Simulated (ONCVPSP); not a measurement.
## Pseudopotentials across the periodic table

Generated with ld1.x 7.5 (TM, RRKJ, ultrasoft, PAW), atompaw 4.2 or ONCVPSP 4.0.1. The cutoff is in Ry: for ld1.x and atompaw files where the sum of valence levels is converged to 10 mRy in a Bessel basis, for ONCV files where the hardest occupied wave has 1 mHa per electron of residual kinetic energy. The error is the largest all-electron minus pseudo excitation energy over each file’s own four to seven test configurations (ionisations up to +4, promotions, holes and added fractions of an electron), all of which were solved. The labels leave out finer settings (local radius, basis sizes, second energies), which also bear on the numbers. Spin-polarised tests are not counted. The rows are a selection from randomly drawn settings: files with unsolved tests, undetermined cutoffs or missed reference levels are left out.

A true bound ghost makes a file unfit for plane-wave use even where its test errors are small: the radial tests pick states by their node count and pass the ghost by.

| element | potential | cutoff (Ry) | largest error (meV) | bound ghosts |
| --- | --- | --- | --- | --- |
| Mn | ONCV, PBE, scalar-relativistic, rc 1.05/0.85/1.80/1.80 (spdf), local smoothed, core correction yes, reference 3s2 3p6 3d4, qcut 13.4/8.1/7.6/6, projectors 2/3/2/2 | 238 | +180 | p |
| Co | ONCV, PBEsol, fully relativistic, rc 0.90/1.20/0.90 (spd), local smoothed, core correction yes, reference 3s2 3p6 3d7, qcut 13.1/11.6/16.5, projectors 2/2/2 | 207 | +3.9 | none |
| Ga | ONCV, LDA (Perdew-Zunger), scalar-relativistic, rc 1.60/2.85/2.15 (spd), local smoothed, core correction yes, reference 4s2 4p1, qcut 5.1/3/4.3, projectors 1/2/1 | 15 | -113 | none |
| Cs | ONCV, PBE, scalar-relativistic, rc 3.30/3.25/3.45 (spd), local p, core correction yes, reference 5s2 5p6 6s1, qcut 2.8/3.6/3.2, projectors 2/0/2 | 8 | +39 | none |
| Lu | ONCV, LDA (Perdew-Wang 92), scalar-relativistic, rc 3.00/2.40/2.05/0.85 (spdf), local smoothed, core correction no, reference 4f14 5p6 5d1 6s1.5 6p0.5, qcut 2.1/7.2/4/21.5, projectors 2/2/2/1 | 369 | -13 | s, p, d |
| Os | ONCV, PBE, scalar-relativistic, rc 1.75/1.85/2.20/1.05 (spdf), local smoothed, core correction yes, reference 4f14 5s2 5p6 5d6, qcut 8.6/9.2/6.7/15.7, projectors 2/2/2/2 | 220 | +808 | none |

(1) Fill in the row for B: ONCV, PBE, scalar-relativistic, rc 1.70/2.10 (sp), local smoothed, core correction no, reference 2s2 2p1, qcut 3.7/6.4, projectors 3/2.

(2) Fill in the row for Ag: ONCV, PBEsol, scalar-relativistic, rc 1.55/1.65/1.75 (spd), local smoothed, core correction yes, reference 4s2 4p6 4d10 5s1, qcut 6.4/10/8.7, projectors 2/1/2.

## Answers

(1) cutoff 41 Ry, largest error +99 meV, bound ghosts: none.

(2) cutoff 55 Ry, largest error +41 meV, bound ghosts: none.
